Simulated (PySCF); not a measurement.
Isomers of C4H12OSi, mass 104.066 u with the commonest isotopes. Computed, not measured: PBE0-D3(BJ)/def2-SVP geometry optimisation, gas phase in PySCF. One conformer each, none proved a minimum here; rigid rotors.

Question: Order these by dipole moment, smallest first.
A. SiHMe2(OEt) (`[H][Si](C)(C)OCC`)
B. `[CH3:1][O:2][CH2:3][C@H:4]([CH3:5])[SiH3:6]` with C1–O2–C3–C4 179°, O2–C3–C4–C5 72°
C. `CC(C)(C)O[SiH3]`

Answer: A (0.79 D), C (1.31 D), B (1.84 D).

Question: Order these by radius of gyration √(Σ m r²/M), largest first.
A. `C(O[SiH3])(C)(C)C`
B. SiHMe2(OEt) (`[H][Si](C)(C)OCC`)
C. `[CH3:1][O:2][CH2:3][C@H:4]([CH3:5])[SiH3:6]` with C1–O2–C3–C4 179°, O2–C3–C4–C5 72°

Answer: B (2.017 Å), C (1.918 Å), A (1.816 Å).

Question: Order these by out-of-plane moment Σ m c² = (Ia + Ib − Ic)/2, smallest first.
A. `[CH3:1][O:2][CH2:3][C@H:4]([CH3:5])[SiH3:6]` with C1–O2–C3–C4 179°, O2–C3–C4–C5 72°
B. `[SiH3]OC(C)(C)C`
C. SiHMe2(OEt), `CCO[SiH](C)C`

Answer: C (17.83 u·Å²), A (29.29 u·Å²), B (58.18 u·Å²).

```json
{"SMILES": "CC(C)(C)O[SiH3]", "point group": "–", "Ia (u·Å²)": "116.59", "Ib (u·Å²)": "284.76", "Ic (u·Å²)": "285.00", "κ": "-1.00", "μa (D)": "0.95", "μb (D)": "0.11", "μc (D)": "0.89"}
{"SMILES": "[H][Si](C)(C)OCC", "point group": "C1", "Ia (u·Å²)": "105.68", "Ib (u·Å²)": "335.47", "Ic (u·Å²)": "405.48", "κ": "-0.85", "μa (D)": "0.19", "μb (D)": "0.77", "μc (D)": "0.03"}
{"SMILES": "COC[C@H](C)[SiH3]", "point group": "C1", "Ia (u·Å²)": "129.54", "Ib (u·Å²)": "282.74", "Ic (u·Å²)": "353.70", "κ": "-0.71", "μa (D)": "1.30", "μb (D)": "0.87", "μc (D)": "0.97"}
```
